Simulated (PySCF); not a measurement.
PySCF job for Se(OH)(OMe) (CH4O2Se), SMILES CO[Se]O, PBE/pcSseg-1. Coordinates come from a B3LYP-D3(BJ)/def2-SVP optimisation. The structure was generated by enumeration, and PubChem lists no compound with its InChIKey, so it may never have been made. Other conformers were not sampled.

```python
import numpy as np
from pyscf import gto, scf, dft
from pyscf.prop.nmr import rks as nmr

mol = gto.M(
    atom='''
    Se   -0.27887610   -0.05578534    0.61490957
    O    -1.26244041    1.11928043   -0.35204867
    H    -0.97208382    2.00992883   -0.09910578
    O     1.24336458   -0.11749532   -0.35311539
    C     1.17778720   -0.84132254   -1.57591272
    H     0.48510806   -0.36220313   -2.28850659
    H     2.19333728   -0.82938128   -2.00146114
    H     0.86130960   -1.88798834   -1.42106324
    ''',
    basis='pcSseg-1',
    charge=0,
    spin=0,
    max_memory=1600,
    verbose=3,
)
mf = dft.RKS(mol, xc='pbe')
mf.grids.level = 3
mf.conv_tol = 1e-10
mf.max_cycle = 100
mf.kernel()
n = nmr.NMR(mf)
n.verbose = 2
n.max_cycle_cphf = 60
sigma = n.kernel()
print('atom   isotropic/ppm   span/ppm')
for i, s in enumerate(sigma):
    w = np.linalg.eigvalsh((s + s.T) / 2)
    print(f'{mol.atom_symbol(i):2s}{i + 1:3d} {w.mean():14.3f} {w[2] - w[0]:11.3f}')
```

Output:

```
converged SCF energy = -2591.64006153572
atom   isotropic/ppm   span/ppm
Se  1       -709.348    1752.610
O   2        222.058     419.321
H   3         26.398      16.552
O   4        184.197     452.151
C   5        112.891     107.906
H   6         26.873       9.513
H   7         26.871       9.591
H   8         27.473       8.259
```

Self-consistency was reached.
